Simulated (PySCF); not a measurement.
Below is a simulated gas-phase Si 2p photoelectron spectrum of GeCl3(OSiMe3) (`C[Si](C)(C)[O][Ge]([Cl])([Cl])[Cl]`).

Every computed line was given a Gaussian of 0.8 eV full width at half maximum and an area set by the number of equivalent atoms (split 2:1 within a doublet); the highest printed point is 100. Method used: delta-SCF UKS SCAN, pcX-2 on the ionised atom, pcseg-1 elsewhere, spin-free X2C (PySCF).

```
binding energy (eV)  intensity
              105.8          0
              105.9          1
              106.0          2
              106.1          4
              106.2          9
              106.3         16
              106.4         26
              106.5         40
              106.6         57
              106.7         73
              106.8         87
              106.9         97
              107.0        100
              107.1         98
              107.2         92
              107.3         84
              107.4         75
              107.5         67
              107.6         58
              107.7         48
              107.8         39
              107.9         29
              108.0         20
              108.1         13
              108.2          8
              108.3          4
              108.4          2
              108.5          1
              108.6          0
              108.7          0
```

Question: Count the maxima, the lines and the sites behind this envelope.

Answer: The curve has 1 maximum (at 107.0 eV). Under it lie 2 lines from 1 inequivalent silicon site, drawn as a 2p3/2, 2p1/2 pair. At this width some lines have no maximum of their own.

Question: Decompose the envelope and assign each component. Bonds: Ge1–Cl2, Ge1–Cl3, Ge1–Cl4, Ge1–O5, O5–Si6, Si6–C7, Si6–C8, Si6–C9. Hydrogens: H10, H11, H12 on C7; H13, H14, H15 on C8; H16, H17, H18 on C9.

Answer: 
| position (eV) | relative area | line | atoms | environment |
| --- | --- | --- | --- | --- |
| 106.93 | 0.67 | Si 2p3/2 | Si6 | silicon bonded to 3 C and O |
| 107.56 | 0.33 | Si 2p1/2 | Si6 | silicon bonded to 3 C and O |

Question: What are the centre and the root-mean-square width of the whole band?

Answer: The area-weighted mean of the lines is 107.14 eV. Their own spread about it is 0.30 eV (rms) and each Gaussian has σ = 0.8/2.355 = 0.34 eV; the variances add, which gives 0.45 eV.

The curve has no shake-up lines and no vibrational structure. The 2p values add to the ΔSCF energy of one spin-free hole a correction within the shell (spin–orbit coupling, ligand field). 2p1/2 minus 2p3/2 (ligand field included): Si 0.63 eV. Geometry: PBE0-D3(BJ)/def2-SVP; no solvent, vibrations or thermal averaging.
